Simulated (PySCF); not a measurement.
## SrN: one state, many levels of theory

State: ⁴Σ⁻ (quartet), unpaired electrons σ ↑, π ↑↑. Set-up: Sr def2-SVP with ECP28, N def2-SVP; scalar-relativistic core potentials (PySCF 2.14). De refers to Sr + N in their high-spin ground configurations, without counterpoise correction. The functionals are run spin-unrestricted. A positive dipole means Sr(−)N(+). Levels whose curve was spin-contaminated or gave no clean fit are not listed.

| Level | Re (Å) | ωe (cm⁻¹) | De (eV) | μ (D) |
| --- | --- | --- | --- | --- |
| UHF-MP2 | 2.435 | 410 | 0.381 | n/a |
| UHF-SCS-MP2 | 2.444 | 403 | 0.368 | n/a |
| UHF-CCSD(T) | 2.469 | 361 | 0.393 | n/a |
| LDA | 2.382 | 406 | 1.76 | -3.54 |
| PBE | 2.416 | 388 | 1.61 | -3.61 |
| r²SCAN | 2.410 | 405 | 1.42 | -3.89 |
| TPSSh | 2.417 | 403 | 1.46 | -3.73 |
| PBE0 | 2.404 | 409 | 1.29 | -4.04 |
| LC-ωPBE | 2.405 | 434 | 1.42 | -4.04 |

Problem. Which functional lies closest to UHF-CCSD(T) in De, which farthest, and by how much do they differ from it?

Solution. Closest is PBE0 (-6.5 pm in Re, +13.3 % in ωe, +0.90 eV in De against UHF-CCSD(T) in the same basis), farthest LDA (-8.7 pm in Re, +12.5 % in ωe, +1.37 eV in De). CCSD(T) converges more slowly with the basis than the functionals do and binds too weakly in this one, so the order can change at the basis-set limit.

Problem. What does a quarter of exact exchange do here, going from PBE to PBE0?

Solution. PBE0 less PBE: -1.2 pm in Re, +5.4 % in ωe, -0.32 eV in De. Exact exchange removes part of the self-interaction that spreads semilocal densities, and in most molecules shortens and stiffens the bond and lowers De; so it does here.

Problem. What does the step from GGA to meta-GGA do here, going from PBE to r²SCAN?

Solution. r²SCAN less PBE: -0.6 pm in Re, +4.4 % in ωe, -0.19 eV in De. 

Correlated steps freeze 1 core orbital. Correlated levels converge slowly with the basis: in double zeta they bind strong bonds too weakly, by up to about 1 eV, and carry superposition errors of some tenths. Spin–orbit coupling is left out. Counting both spins, an empty level lies below a filled one in some of these solutions, because spin and occupation are held. The state was picked by a PBE0 search and need not be the measured ground state.
